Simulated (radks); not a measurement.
Values are calculated unless marked as measured or tabulated.
How relativity changes the ionisation of the cadmium ion Cd2+ ([Kr] 4d10) to Cd3+ ([Kr] 4d9). Spin-unpolarised spherical Kohn-Sham, BLYP, point nucleus unless stated (finite: rms radius 4.6087 fm), a radial shooting solver on a logarithmic mesh with Libxc functionals. A level marked "c x" has the speed of light scaled by that factor and shares open shells by 2j + 1; other Dirac levels either fill j = l - 1/2 first or share by 2j + 1.

| level | E(Cd2+) (hartree) | E(Cd3+) (hartree) | IE (eV) | HOMO | <r> HOMO (bohr) |
|---|---|---|---|---|---|
| non-rel. | -5466.68776 | -5465.27723 | 38.383 | 4d | 1.245 |
| scalar-rel. | -5594.27395 | -5592.88126 | 37.897 | 4d | 1.256 |
| scalar-rel., finite nucleus | -5594.14764 | -5592.75494 | 37.897 | 4d | 1.256 |
| Dirac, 2j+1 shares | -5595.65654 | -5594.26392 | 37.895 | 4d5/2 | 1.263 |
| Dirac, low j first | -5595.65654 | -5594.27530 | 37.585 | 4d5/2 | 1.263 |
| Dirac, 2j+1 shares, finite nucleus | -5595.52989 | -5594.13727 | 37.895 | 4d5/2 | 1.263 |
| Dirac, c x 3 | -5480.25849 | -5478.84999 | 38.327 | 4d5/2 | 1.247 |
| Dirac, c x 5 | -5471.55298 | -5470.14318 | 38.363 | 4d5/2 | 1.246 |
| Dirac, c x 100 | -5466.69989 | -5465.28936 | 38.382 | 4d5/2 | 1.245 |

NIST Atomic Spectra Database: 37.47 eV (measured). The relativistic part of the total energy of Cd2+ is -128.8 hartree (Dirac, 2j+1 shares, finite nucleus), 2.4 % of the non-relativistic value. Spin polarisation and multiplet splitting of open shells are left out at every level.

Beside tabulated values, note that relativity, absent from the non-relativistic runs, is large for the heavy elements, and spin-unpolarised runs miss the spin-polarisation part of the exchange energy of open shells.
